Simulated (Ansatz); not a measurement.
Calculated with Ansatz (gas phase, PBE0-D4/def2-TZVP geometries, no zero-point term in ΔE). CBS: MP2 limit from def2 TZ/QZ plus the TZ coupled-cluster correction, frozen cores. This one scheme is used for every species. Functionals use def2-TZVPP. Each species was taken in one conformer, which may not be the lowest.

Reaction (silylene formation by 1,1-elimination): `S[SiH2]CCl` → `CCl` + `[SiH]S`

`S[SiH2]CCl`:

```xyz
9

S    -2.159    0.867    0.023
Si   -0.489   -0.382    0.498
C     0.949   -0.068   -0.673
Cl    2.283   -1.165   -0.215
H    -1.584    1.993    0.477
H    -0.974   -1.770    0.318
H    -0.028   -0.152    1.888
H     1.321    0.954   -0.608
H     0.681   -0.276   -1.709
```

`CCl`:

Z-matrix (Å, degrees):
```
C
Cl 1 1.773
H 1 1.088 2 108.6
H 1 1.087 2 108.7 3 -120.0
H 1 1.088 2 108.7 3 120.0
```

`[SiH]S`:

Z-matrix (Å, degrees):
```
Si
S 1 2.115
H 1 1.525 2 89.3
H 2 1.346 1 97.5 3 -179.9
```

CCSD(T)/CBS gives +1.64 eV.

Another level gave +1.55 eV. Which?
A. PBE0/def2-TZVPP
B. r2SCAN0-D4/def2-TZVPP
C. RPA@PBE/def2-TZVPP
D. BHLYP/def2-TZVPP

D. BHLYP 1.55, r2SCAN0-D4 1.78, PBE0 1.60, RPA@PBE/def2-TZVPP 1.42 eV.

What do rigid-rotor, harmonic-oscillator terms from PBE0-D4/def2-TZVP frequencies (298.15 K, 1 bar) make of the CCSD(T)/CBS value? (An estimate is asked.)

Ansatz gave: ΔZPE = -0.01 eV, ΔH = +1.65 eV, ΔS = 147 J/(mol·K), ΔG = +1.20 eV.

Largest T1 diagnostic among the species: 0.016.

From PBE to PBE0 (25 % exact exchange), in def2-TZVPP and without D4, ΔE moves by +0.14 eV. The D4 term adds +0.16 eV with B3LYP and +0.09 eV with PBE0; it sums over pairs of atoms, weighted by their polarisabilities, and B3LYP, whose exchange is more repulsive, gets the larger term.

B3LYP here is the variant with VWN-RPA as its local correlation; programs differ in this.
